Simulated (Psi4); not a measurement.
C4H10In (SMILES C[CH2][In+][CH2]C), charge +1, singlet, at a GFN2-xTB geometry (such geometries of metal compounds can be far from the true shape) (all electrons, no relativity); Psi4 with WB97X/STO-3G.

Input for Psi4:
```
memory 2 GB

molecule {
1 1
In   -0.00325323   -0.00118182   -0.00075075
C    -0.26388659   -0.73201592    2.27317528
C     0.22828659   -2.14031481    2.44634191
H    -1.33630667   -0.61904132    2.43933074
H     0.31543215    0.00627723    2.82972437
H     1.29309220   -2.23290490    2.22233056
H    -0.33590699   -2.84966766    1.83718266
H     0.09057852   -2.42950229    3.49201022
C     0.25506796    0.72881234   -2.27521036
C    -0.20245158    2.14970000   -2.44037993
H    -0.34820496    0.00710143   -2.82806737
H     1.32262360    0.58878643   -2.45170842
H     0.38555276    2.84271358   -1.83494779
H    -1.26235605    2.26905968   -2.20601560
H    -0.06719440    2.43799713   -3.48661384
}

set {
  basis sto-3g
  scf_type pk
  puream true
  d_convergence 1e-8
  dft_radial_points 99
  dft_spherical_points 590
}

energy('wb97x')
print_variables()
```

What the program printed (banner, timings and long lists left out):

```
   => Loading Basis Set <=

    Name: STO-3G
    Role: ORBITAL
    Keyword: BASIS

         ---------------------------------------------------------
                                   SCF
               by Justin Turney, Rob Parrish, Andy Simmonett
                          and Daniel G. A. Smith
                              RKS Reference
         ---------------------------------------------------------

  ==> Geometry <==

    Molecular point group: c1
    Full point group: C1

    Geometry (in Angstrom), charge = 1, multiplicity = 1:

       Center              X                  Y                   Z               Mass
    ------------   -----------------  -----------------  -----------------  -----------------
         IN          -0.002606610767    -0.000946916195    -0.000601530731   114.903878776000
         C           -0.263239970767    -0.731781016195     2.273324499269    12.000000000000
         C            0.228933209233    -2.140079906195     2.446491129269    12.000000000000
         H           -1.335660050767    -0.618806416195     2.439479959269     1.007825032230
         H            0.316078769233     0.006512133805     2.829873589269     1.007825032230
         H            1.293738819233    -2.232669996195     2.222479779269     1.007825032230
         H           -0.335260370767    -2.849432756195     1.837331879269     1.007825032230
         H            0.091225139233    -2.429267386195     3.492159439269     1.007825032230
         C            0.255714579233     0.729047243805    -2.275061140731    12.000000000000
         C           -0.201804960767     2.149934903805    -2.440230710731    12.000000000000
         H           -0.347558340767     0.007336333805    -2.827918150731     1.007825032230
         H            1.323270219233     0.589021333805    -2.451559200731     1.007825032230
         H            0.386199379233     2.842948483805    -1.834798570731     1.007825032230
         H           -1.261709430767     2.269294583805    -2.205866380731     1.007825032230
         H           -0.066547780767     2.438232033805    -3.486464620731     1.007825032230

  Running in c1 symmetry.

  Rotational constants: A =      0.47228  B =      0.03511  C =      0.03353 [cm^-1]
  Rotational constants: A =  14158.64129  B =   1052.51249  C =   1005.06400 [MHz]
  Nuclear repulsion =  404.557415795895793

  Charge       = 1
  Multiplicity = 1
  Electrons    = 82
  Nalpha       = 41
  Nbeta        = 41

  ==> Algorithm <==

  SCF Algorithm Type is PK.
  DIIS enabled.
  MOM disabled.
  Fractional occupation disabled.
  Guess Type is SAD.
  Energy threshold   = 1.00e-06
  Density threshold  = 1.00e-08
  Integral threshold = 1.00e-12

  ==> Primary Basis <==

  Basis Set: STO-3G
    Blend: STO-3G
    Number of shells: 33
    Number of basis functions: 57
    Number of Cartesian functions: 59
    Spherical Harmonics?: true
    Max angular momentum: 2

  ==> DFT Potential <==

   => LibXC <=

    Version 7.1.2
    S. Lehtola, C. Steigemann, M. J. T. Oliveira, and M. A. L. Marques,  SoftwareX 7, 1–5 (2018) (10.1016/j.softx.2017.11.002)

   => Composite Functional: WB97X <=

    wB97X Hyb-GGA Exchange-Correlation Functional

    J.-D. Chai and M. Head-Gordon,  J. Chem. Phys. 128, 084106 (2008) (10.1063/1.2834918)

    Deriv               =              1
    GGA                 =           TRUE
    Meta                =          FALSE

    Exchange Hybrid     =           TRUE
    MP2 Hybrid          =          FALSE

   => Exchange-Correlation Functionals <=

    1.0000   wB97X range-separated functional

   => Exact (HF) Exchange <=

    0.8423            HF,LR [omega = 0.3000]
    0.1577               HF

   => LibXC Density Thresholds  <==

    XC_HYB_GGA_XC_WB97X:  1.00E-14

   => Molecular Quadrature <=

    Radial Scheme          =       TREUTLER
    Pruning Scheme         =           NONE
    Nuclear Scheme         =       TREUTLER

    Blocking Scheme        =         OCTREE
    BS radius alpha        =              1
    Pruning alpha          =              1
    Radial Points          =             99
    Spherical Points       =            590
    Total Points           =         818000
    Total Blocks           =           5675
    Max Points             =            256
    Max Functions          =             54
    Weights Tolerance      =       1.00E-15

  ==> Integral Setup <==

  Using in-core PK algorithm.
   Calculation information:
      Number of atoms:                  15
      Number of AO shells:              33
      Number of primitives:             99
      Number of atomic orbitals:        59
      Number of basis functions:        57

      Integral cutoff                 1.00e-12
      Number of threads:                 1

  Performing in-core PK
  Using 4101093 doubles for integral storage.
  We computed 121366 shell quartets total.
  Whereas there are 157641 unique shell quartets.

  Computing range-separated integrals for PK
  We computed 121366 wK shell quartets total.
  Whereas there are 157641 wK unique shell quartets.

  ==> DiskJK: Disk-Based J/K Matrices <==

    J tasked:                  Yes
    K tasked:                  Yes
    wK tasked:                 Yes
    Omega:               3.000E-01
    Schwarz Cutoff:          1E-12

  Minimum eigenvalue in the overlap matrix is 2.1135321925E-01.
  Reciprocal condition number of the overlap matrix is 8.6083341762E-02.
    Using symmetric orthogonalization.

  ==> Pre-Iterations <==

  SCF Guess: Superposition of Atomic Densities via on-the-fly atomic UHF (no occupation information).

   -------------------------
    Irrep   Nso     Nmo
   -------------------------
     A         57      57
   -------------------------
    Total      57      57
   -------------------------

  ==> Iterations <==

                        Total Energy        Delta E     RMS |[F,P]|

   @RKS iter SAD: -5835.63061918987296   -5.83563e+03   0.00000e+00
   @RKS iter   1: -5841.02978923481714   -5.39917e+00   1.02820e-02 ADIIS/DIIS
   @RKS iter   2: -5841.26998729790830   -2.40198e-01   5.97151e-03 ADIIS/DIIS
   @RKS iter   3: -5841.34908385148901   -7.90966e-02   8.17066e-04 ADIIS/DIIS
   @RKS iter   4: -5841.35087990462671   -1.79605e-03   1.27112e-04 ADIIS/DIIS
   @RKS iter   5: -5841.35096235919536   -8.24546e-05   4.40245e-05 DIIS
   @RKS iter   6: -5841.35097055571623   -8.19652e-06   6.55062e-06 DIIS
   @RKS iter   7: -5841.35097092542310   -3.69707e-07   1.55951e-06 DIIS
   @RKS iter   8: -5841.35097095812853   -3.27054e-08   4.42481e-07 DIIS
   @RKS iter   9: -5841.35097096136451   -3.23598e-09   5.81199e-08 DIIS
   @RKS iter  10: -5841.35097096138179   -1.72804e-11   7.54818e-09 DIIS
  Energy and wave function converged.

  ==> Post-Iterations <==

   Electrons on quadrature grid:
      Ntotal   =   82.0000015797 ; deviation = 1.580e-06

    Orbital Energies [Eh]
    ---------------------

    Doubly Occupied:

       1A   -976.453640     2A   -141.934475     3A   -134.788925
       4A   -134.788912     5A   -134.787932     6A    -26.031682
       7A    -23.392785     8A    -23.392742     9A    -23.387035
      10A    -15.767495    11A    -15.767495    12A    -15.762812
      13A    -15.762786    14A    -15.761824    15A    -10.256883
      16A    -10.256687    17A    -10.238694    18A    -10.238693
      19A     -3.903728    20A     -2.857086    21A     -2.857034
      22A     -2.840136    23A     -1.010571    24A     -1.009328
      25A     -0.855986    26A     -0.853828    27A     -0.690283
      28A     -0.690007    29A     -0.653930    30A     -0.642924
      31A     -0.615102    32A     -0.614826    33A     -0.614732
      34A     -0.606322    35A     -0.603356    36A     -0.598317
      37A     -0.593465    38A     -0.580944    39A     -0.577401
      40A     -0.524062    41A     -0.450105

    Virtual:

      42A     -0.069442    43A     -0.068687    44A     -0.056380
      45A      0.210792    46A      0.359203    47A      0.359229
      48A      0.385285    49A      0.385461    50A      0.418691
      51A      0.422074    52A      0.445692    53A      0.448222
      54A      0.477225    55A      0.480067    56A      0.498596
      57A      0.500908

    Final Occupation by Irrep:
              A
    DOCC [    41 ]
    NA   [    41 ]
    NB   [    41 ]

  @RKS Final Energy: -5841.35097096138179

   => Energetics <=

    Nuclear Repulsion Energy =            404.5574157958957926
    One-Electron Energy =               -8866.9849778358548065
    Two-Electron Energy =                2763.6588997308099351
    DFT Exchange-Correlation Energy =    -142.5823086522328254
    Empirical Dispersion Energy =           0.0000000000000000
    VV10 Nonlocal Energy =                  0.0000000000000000
    Total Energy =                      -5841.3509709613817904

Computation Completed

Properties will be evaluated at   0.000000,   0.000000,   0.000000 [a0]

Properties computed using the SCF density matrix

 Multipole Moments:

 ------------------------------------------------------------------------------------
     Multipole            Electronic (a.u.)      Nuclear  (a.u.)        Total (a.u.)
 ------------------------------------------------------------------------------------

 L = 1.  Multiply by 2.5417464519 to convert [e a0] to [Debye]
 Dipole X            :         -0.1043102            0.1014208           -0.0028894
 Dipole Y            :         -0.0378933            0.0368436           -0.0010496
 Dipole Z            :         -0.0240718            0.0234050           -0.0006668
 Magnitude           :                                                    0.0031456

 ------------------------------------------------------------------------------------

  Variable Map:
  ----------------------------------------------------------------------------
  "CURRENT ENERGY"              =>   -5841.350970961382
  "CURRENT REFERENCE ENERGY"    =>   -5841.350970961382
  "DD SOLVATION ENERGY"         =>       0.000000000000
  "DFT FUNCTIONAL TOTAL ENERGY" =>   -5841.350970961382
  "DFT TOTAL ENERGY"            =>   -5841.350970961382
  "DFT VV10 ENERGY"             =>       0.000000000000
  "DFT XC ENERGY"               =>    -142.582308652233
  "GRID ELECTRONS ALPHA"        =>      41.000000789862
  "GRID ELECTRONS BETA"         =>      41.000000789862
  "GRID ELECTRONS TOTAL"        =>      82.000001579724
  "NUCLEAR REPULSION ENERGY"    =>     404.557415795896
  "ONE-ELECTRON ENERGY"         =>   -8866.984977835855
  "PCM POLARIZATION ENERGY"     =>       0.000000000000
  "PE ENERGY"                   =>       0.000000000000
  "SCF ITERATION ENERGY"        =>   -5841.350970961382
  "SCF ITERATIONS"              =>      10.000000000000
  "SCF TOTAL ENERGY"            =>   -5841.350970961382
  "TWO-ELECTRON ENERGY"         =>    2763.658899730810
  "XC GRID RADIAL POINTS"       =>      99.000000000000
  "XC GRID SPHERICAL POINTS"    =>     590.000000000000
  "XC GRID TOTAL POINTS"        =>  818000.000000000000

  Array Variable Map:
  ----------------------------------------------------------------------------
  "CURRENT DIPOLE"              =>      -0.002889380433 ... -0.000666789054 1 by 3
  "SCF DIPOLE"                  =>      -0.002889380433 ... -0.000666789054 1 by 3
  "SCF TOTAL ENERGIES"          =>   -5835.630619189873 ... -5841.350970961382 1 by 11
```
